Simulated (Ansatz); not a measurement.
`N[SiH](F)Cl` + dimethylamine → `CN(C)[SiH](N)F` + HCl  (ligand exchange at the Si–Cl bond)

Computed with Ansatz on PBE0-D4/def2-TZVP structures; ΔE is electronic, products minus reactants. CBS: MP2 limit from def2 TZ/QZ plus the TZ coupled-cluster correction, frozen cores. This one scheme is used for every species. Functionals use def2-TZVPP. Each species was taken in one conformer, which may not be the lowest.

(1) Is it downhill or uphill in electronic energy at CCSD(T)/CBS, and by how much? (An estimate is asked.)

(2) What do these levels give: r2SCAN-D4, PBE0, HF/def2-TZVPP, CCSD/def2-TZVPP, SCS-MP2/def2-QZVPP, MP2/CBS(def2)? (An estimate is asked.)

Largest T1 diagnostic among the species: 0.011.

Results:

(1) Ansatz gave: Uphill: ΔE = +30.9 kJ/mol.

(2) Ansatz gave: r2SCAN-D4 36.0, PBE0 40.3, HF/def2-TZVPP 45.2, CCSD/def2-TZVPP 28.9, SCS-MP2/def2-QZVPP 32.6, MP2/CBS(def2) 32.9 kJ/mol.

The D4 term adds −9.5 kJ/mol with B3LYP and −5.7 kJ/mol with PBE0; it sums over pairs of atoms, weighted by their polarisabilities, and B3LYP, whose exchange is more repulsive, gets the larger term. In def2-TZVPP, CCSD(T) changes the Hartree–Fock value by −17.9 kJ/mol (the triples alone add −1.6 kJ/mol) and MP2 by −16.0 kJ/mol.

B3LYP here is the variant with VWN-RPA as its local correlation; programs differ in this.
